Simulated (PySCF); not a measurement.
How methods differ on the excitation energy of La²⁺

La²⁺ [Xe] 5d1 (2D) → La²⁺ [Xe] 4f1 (2F), as a difference of total energies. Calculation: PySCF 2.14, in x2c-TZVPPall; the spin-free X2C one-electron Hamiltonian (Gaussian nucleus). Correlated levels: valence: [Kr] 4d10 frozen; valence and next inner shell: [Ar] 3d10 frozen. The calculations carry no spin-orbit coupling.

```tsv
method	excitation energy (eV)
UHF	5.172
LDA	2.932
PBE	3.031
PBE0	3.493
r2SCAN	3.175
MP2 (valence)	4.915
SCS-MP2 (valence)	4.924
```

Task: Estimate what MP2 (valence and next inner shell) gives.

Result: 5.243 eV, closest to UHF among the rows shown.

Task: Estimate what SCS-MP2 (valence and next inner shell) gives.

Result: 5.217 eV, closest to UHF among the rows shown.

A first-order spin-orbit estimate (lowest level to lowest level, LS coupling) adds 0.060 eV.

The basis was made for the ground configuration and has no added diffuse functions, so the excitation energy can come out too high.
